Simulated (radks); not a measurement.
Radial electron density D(r) = 4 pi r^2 rho(r) of an atom or ion with 61 electrons. Method: Dirac Kohn-Sham, LDA (Slater exchange, Perdew-Wang correlation), spin-unpolarised, spherical densities, finite nucleus; Fermi nuclear charge, rms radius of each element as measured or else 0.836 A^(1/3) + 0.57 fm; computed with a radial shooting solver on a logarithmic mesh with Libxc functionals.

r (bohr)  D(r) (e/bohr)
0.001846          10.44
0.002115          12.84
0.002443          15.92
0.002798          19.38
0.003232          23.70
0.003703          28.44
0.004276          34.17
0.004899          40.23
0.005658          47.24
0.006482          54.25
0.007486          61.81
0.008577          68.73
0.009905          75.36
0.01135           80.48
0.01311           84.19
0.01501           85.73
0.0172            85.30
0.01987           83.01
0.02276           79.87
0.02629           76.79
0.03012           75.57
0.03478           77.41
0.03985           82.72
0.04602           91.45
0.05272           100.7
0.06089           108.3
0.06976           110.7
0.08056           106.7
0.0923            98.08
0.1066            88.31
0.1221            83.28
0.141             85.21
0.1616            91.88
0.1866            97.35
0.2138            94.40
0.2469            80.52
0.2829            62.01
0.3241            46.57
0.3743            40.00
0.4288            42.29
0.4952            46.79
0.5674            46.63
0.6553            39.98
0.7507            30.51
0.867             21.43
0.9933            15.80
1.147             12.53
1.314             10.55
1.518             8.439
1.739             6.211
2.008             3.934
2.301             2.225
2.657             1.040
3.044            0.4335
3.516            0.1447
4.028           0.04383
4.652           0.01061
5.33           0.002444

What is the nuclear charge?

Answer. Z = 63. The innermost maximum, from 1s, lies near gamma/Z bohr with gamma = sqrt(1 - (Z/c)^2) = 0.888, here 0.0141 bohr (found: 0.0156), and its height grows with Z. The density is that of the europium ion Eu2+ in [Xe] 4f7; the configuration itself is not fixed sharply by these data, and Z only to a few units. D(r) has 4 maxima, at r = 0.0156, 0.0687, 0.193, 0.528 bohr, and minima at 0.0301, 0.126, 0.380 bohr, inside which lie 2.02, 11.16, 29.28 electrons.
